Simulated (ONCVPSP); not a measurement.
# Pseudopotential generation for Lu (Z = 71): ONCV, LDA (Perdew-Wang 92), non-relativistic.

```json
{"Element": "Lu", "Generator": "ONCVPSP 4.0.1", "Type": "optimised norm-conserving Vanderbilt (ONCV)", "Functional": "LDA (Perdew-Wang 92)", "Relativity": "non-relativistic", "Frozen core": "[Kr] 4d10", "Valence charge": "25", "Reference configuration": "4f14 5s2 5p6 5d1 6s2", "Partial waves": "5s+6s: rc 1.85 bohr, ncon 3, nbas 7, qcut 8 1/bohr, 3 projectors, debl 3.3 Ha; 5p: rc 2.30 bohr, ncon 4, nbas 7, qcut 4.8 1/bohr, 1 projector; 5d: rc 2.00 bohr, ncon 4, nbas 7, qcut 4.1 1/bohr, 2 projectors, debl 2.5 Ha; 4f: rc 0.75 bohr, ncon 3, nbas 8, qcut 22.2 1/bohr, 2 projectors, debl 4 Ha", "Local potential": "polynomial inside 0.75 bohr (lpopt 5, dvloc0 1 Ha)", "Core correction": "Teter function, fcfact 2.5, rcfact 1.1"}
```

Poles of the logarithmic derivatives, all-electron (AE) and pseudo (PS). s: poles at -1.3 (AE) and -1.3 (PS) Ha. p: poles at -0.9, 3.6 (AE) and -0.9, 3.2 (PS) Ha. d: poles at 1.1 (AE) and 1.1 (PS) Ha. f: poles at 3.4 (AE) and 3.4 (PS) Ha. Test radii: s 1.88, p 2.34, d 2.04, f 0.76 bohr.

- Cutoffs needed: 209 Ha and 228 Ha (the cutoffs (Ha) at which the residual kinetic energy of the hardest occupied pseudo-wave falls to 1 and 0.1 mHa per electron)
- Ghost test: ghosts flagged at negative energy: s at -567.8 eV, p at -141.4 eV; no localised positive-energy state flagged; a true bound ghost makes a file unfit for plane-wave use
- Configuration tests: 1 of 4 tests not solved or not reliable
- rms error of d²Exc/dni dnj: 4.64 mHa without and 3.52 mHa with the model core
